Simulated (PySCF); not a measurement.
Bonding in `C=C=CC(C)(C)F`

Species: C6H9F.
Atom-mapped SMILES: `[CH2:1]=[C:2]=[CH:3][C:4]([CH3:5])([CH3:6])[F:7]` (hydrogens: H8, H9 on C1; H10 on C3; H11, H12, H13 on C5; H14, H15, H16 on C6)

Structure used (PBE0-D3(BJ)/def2-SVP), in Å, numbered top down from 1:
```xyz
16
C6H9F angstrom
C      2.573    0.880    0.868
C      1.714    0.211    0.145
C      0.851   -0.468   -0.567
C     -0.643   -0.234   -0.607
C     -1.060    1.080    0.020
C     -1.379   -1.423   -0.011
F     -0.994   -0.183   -1.957
H      2.814    0.571    1.891
H      3.080    1.768    0.473
H      1.207   -1.298   -1.191
H     -2.148    1.205   -0.073
H     -0.787    1.113    1.083
H     -0.563    1.916   -0.492
H     -1.160   -1.518    1.062
H     -1.075   -2.352   -0.514
H     -2.464   -1.294   -0.145
```

Bond orders from the PBE0/pcSseg-1 density (PySCF). Geometry: PBE0-D3(BJ)/def2-SVP, one conformer, isolated molecule.

How far do the computed orders between heavy atoms stray from the drawn ones?

The largest departure is 0.159, at C4–F7 (drawn single, 0.841) and C2–C3 (drawn double, 1.843). Drawn single, order below 0.88: C4–F7 (0.841).

Give the Mayer order of every bond, beside its length.

```json
{"bond": "C1–C2", "drawn as": "double", "length (Å)": "1.308", "Mayer order": "2.072"}
{"bond": "C2–C3", "drawn as": "double", "length (Å)": "1.309", "Mayer order": "1.843"}
{"bond": "C3–C4", "drawn as": "single", "length (Å)": "1.512", "Mayer order": "0.996"}
{"bond": "C4–C5", "drawn as": "single", "length (Å)": "1.515", "Mayer order": "1.049"}
{"bond": "C4–C6", "drawn as": "single", "length (Å)": "1.520", "Mayer order": "1.020"}
{"bond": "C4–F7", "drawn as": "single", "length (Å)": "1.397", "Mayer order": "0.841"}
{"bond": "C1–H8", "drawn as": "single", "length (Å)": "1.096", "Mayer order": "0.908"}
{"bond": "C1–H9", "drawn as": "single", "length (Å)": "1.095", "Mayer order": "0.911"}
{"bond": "C3–H10", "drawn as": "single", "length (Å)": "1.098", "Mayer order": "0.923"}
{"bond": "C5–H11", "drawn as": "single", "length (Å)": "1.099", "Mayer order": "0.954"}
{"bond": "C5–H12", "drawn as": "single", "length (Å)": "1.099", "Mayer order": "0.949"}
{"bond": "C5–H13", "drawn as": "single", "length (Å)": "1.099", "Mayer order": "0.954"}
{"bond": "C6–H14", "drawn as": "single", "length (Å)": "1.099", "Mayer order": "0.956"}
{"bond": "C6–H15", "drawn as": "single", "length (Å)": "1.100", "Mayer order": "0.958"}
{"bond": "C6–H16", "drawn as": "single", "length (Å)": "1.100", "Mayer order": "0.955"}
```

By pair of heavy elements: C–C: lowest C3–C4 (0.996, 1.512 Å), highest C1–C2 (2.072, 1.308 Å); in 1 of the 10 pairs the longer bond (by over 0.003 Å) has the higher order (by 0.02 or more).

Sum the orders of all bonds at each heavy atom with more than one neighbour and set the sums beside the valence in the SMILES.

C1 3.891 (drawn 4), C2 3.915 (drawn 4), C3 3.762 (drawn 4), C4 3.906 (drawn 4), C5 3.906 (drawn 4), C6 3.889 (drawn 4). Orders between atoms that aren't bonded are not in these sums.

The Mayer order sums products of elements of PS (density times overlap matrix) between the two atoms' basis functions, so it depends on the basis set.
